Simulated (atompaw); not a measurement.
Which setting gave this result? (magnesium (Mg), PAW (atompaw))

Base potential:

| Item | Value |
| --- | --- |
| Element | Mg |
| Generator | atompaw 4.2.0.5 |
| Type | PAW |
| Functional | PBEsol |
| Relativity | scalar-relativistic |
| Frozen core | [He] |
| Valence charge | 10 |
| Reference configuration | 2s2 2p6 3s0 3p0 (charge +2) |
| Partial waves | 2s (bound): rc 0.80 bohr; 3s (bound, empty): rc 1.40 bohr; 2p (bound): rc 0.90 bohr; 3p (bound, empty): rc 1.40 bohr; 3d channel at 0.1 Ry: rc 1.40 bohr; 3d channel at 1.35 Ry: rc 1.40 bohr |
| Local potential | bessel scheme, radius 1.40 bohr |
| Core correction | smooth core density matched at 1.10 bohr |
| Augmentation charge | besselshape compensation charge, radius 1.40 bohr; PAW radius 1.40 bohr; waves and projectors: custom polynom vanderbiltortho |

Cutoffs, loose and tight: the cutoffs (Ry, on a coarse ladder) from which the occupation-weighted sum of valence levels, in a spherical-Bessel basis at the reference potential, stays within 10 and 1 mRy of its value at 400 Ry. They see the waves, projectors and local potential, not the compensation charge or the core.

Only the scale of all radii (base = 1) is moved (1 further runs of the sweep failed or gave no value and are left out):

| scale of all radii (base = 1) | cutoff, loose | cutoff, tight | bound ghosts |
| --- | --- | --- | --- |
| 0.88 | 160 Ry | 230 Ry | none |
| 0.99 | 140 Ry | 180 Ry | none |
| 1.14 | 100 Ry | 140 Ry | none |
| 1.3 | 80 Ry | 110 Ry | none |

Q: One more run gave cutoff, loose: 110 Ry; cutoff, tight: 160 Ry; bound ghosts: none. Which value of the scale of all radii (base = 1) was used?

A: 1.08. The loose cutoff moves one way along this sweep, from 160 Ry at 0.88 to 80 Ry at 1.3, which places the run between 0.99 and 1.14.
